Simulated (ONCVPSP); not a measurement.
Before and after: ONCV potential for carbon (C)

```json
{"Element": "C (Z = 6)", "Generator": "ONCVPSP 4.0.1", "Type": "optimised norm-conserving Vanderbilt (ONCV)", "Functional": "PBE", "Relativity": "scalar-relativistic", "Frozen core": "[He]", "Valence charge": "4", "Reference configuration": "2s2 2p2", "Partial waves": "2s: rc 1.10 bohr, ncon 4, nbas 8, qcut 4.7 1/bohr, 2 projectors, debl 3 Ha; 2p: rc 1.10 bohr, ncon 3, nbas 8, qcut 8.3 1/bohr, local; d scattering state at 0.16 Ha: rc 1.50 bohr, ncon 4, nbas 7, qcut 5.7 1/bohr, 2 projectors, debl 0.4 Ha", "Local potential": "the p channel", "Core correction": "polynomial model core, fcfact 0.4"}
```

All-electron outer shells of the reference configuration (PBE, scalar-relativistic, ld1.x):

| shell | level (eV) | outermost node (bohr) | outermost maximum (bohr) |
| --- | --- | --- | --- |
| 1s | -273.38 | – | 0.17 |
| 2s | -13.75 | 0.38 | 1.22 |
| 2p | -5.29 | – | 1.20 |

Change: s: qcut 3.4; p: qcut 6; d: qcut 4.1.

Cutoffs: the cutoffs (Ha) at which the residual kinetic energy of the hardest occupied pseudo-wave falls to 1 and 0.1 mHa per electron; they do not see the model core or the augmentation charge, which bear on the density cutoff. Errors are all-electron minus pseudo energies relative to the spin-unpolarised reference configuration.

Predict the effect on cutoff, ghosts and configuration errors.

The potential gets harder (64 Ha and 135 Ha → 114 Ha and 191 Ha); a bound ghost appears in d, which as a rule spoils a file; of the 4 tests that both files solve, the error grows in 4 and shrinks in 0 by more than 15 % and 0.3 meV (median size 56.3 → 94.8 meV).

```tsv
quantity	base	changed
cutoff, loose	64 Ha	114 Ha
cutoff, tight	135 Ha	191 Ha
loose cutoff by channel	s 64 Ha, p 27 Ha	s 114 Ha, p 68 Ha
bound ghosts	none	d
GHOST(+) flags under 300 eV	none	none
error for 2s2 2p1, meV [ΔE 10.86 eV]	+5.1	+7.4
error for 2s2 2p0, meV [ΔE 35.02 eV]	+72	+119
error for 2s1 2p0, meV [ΔE 83.21 eV]	+139	+205
error for 2s0 2p4, meV [ΔE 16.98 eV]	+41	+70
s: phases at 1.12 bohr within 0.05 rad from the reference energy up to (Ha; the scan ends near 5)	to the end of the scan	to the end of the scan
p: phases at 1.12 bohr within 0.05 rad from the reference energy up to (Ha; the scan ends near 5)	4.4	3.5
d: phases at 1.52 bohr within 0.05 rad from the reference energy up to (Ha; the scan ends near 5)	to the end of the scan	to the end of the scan
rms error of d²Exc/dni dnj with the model core, mHa	1.20	1.49
```

 A true bound ghost makes a file unfit for plane-wave use even where its test errors are small: the radial tests pick states by their node count and pass the ghost by.
